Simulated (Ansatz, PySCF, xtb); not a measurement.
Dimer: SiH4 (SMILES [SiH4]) (first 5 atoms) with N2 (SMILES N#N); geometry from B3LYP-D3(BJ)/def2-TZVP, rigid monomers moved along the line of their centres of mass till Si1···N7 is 4.94 Å.
(charge 0, multiplicity 1):
```json
[
 {"atom": "Si", "x (Å)": "0.0824", "y (Å)": "0.1487", "z (Å)": "-0.1899"},
 {"atom": "H", "x (Å)": "0.4002", "y (Å)": "0.4069", "z (Å)": "-1.6132"},
 {"atom": "H", "x (Å)": "0.2577", "y (Å)": "1.3973", "z (Å)": "0.5851"},
 {"atom": "H", "x (Å)": "0.9960", "y (Å)": "-0.8907", "z (Å)": "0.3350"},
 {"atom": "H", "x (Å)": "-1.3175", "y (Å)": "-0.3157", "z (Å)": "-0.0744"},
 {"atom": "N", "x (Å)": "-0.1254", "y (Å)": "-0.5530", "z (Å)": "5.6874"},
 {"atom": "N", "x (Å)": "-0.4957", "y (Å)": "-0.5656", "z (Å)": "4.6615"}
]
```

Monomers are frozen at their geometry in the pair; levels with a basis set take the counterpoise correction. Rows marked so take none.

Cores are frozen in the correlated methods. CBS(a, b) extrapolates the correlation energy as X⁻³ and adds the Hartree–Fock energy of set b. Rows in 6-31G* carry no dispersion term and start afresh at each structure (6-31G* with six Cartesian d functions).

The values were computed with Ansatz (Gaussian basis) for Hartree–Fock, density functionals and correlated methods; PySCF for 6-31G* rows, the dispersion terms; xtb for the GFN methods. 

```tsv
level	interaction energy (meV)
GFN-FF	-6.4
HF/6-31G*	-1.6
HF/6-31G* (no counterpoise)	-4.3
HF/aug-cc-pV(D+d)Z	-1.2
BP86/6-31G* (no counterpoise)	-3.1
B3LYP/def2-TZVPPD	___
B3LYP-D4/def2-TZVPPD	___
MP2/aug-cc-pV(D+d)Z	-7.4
CCSD(T)/CBS(aug-cc-pV(D+d)Z, aug-cc-pV(T+d)Z)	-7.1
```

**Question.** Some entries are withheld; supply them.

**Answer.** 
- B3LYP/def2-TZVPPD, interaction energy (meV): 1.3
- B3LYP-D4/def2-TZVPPD, interaction energy (meV): 5.0

Ansatz is an electronic-structure program.
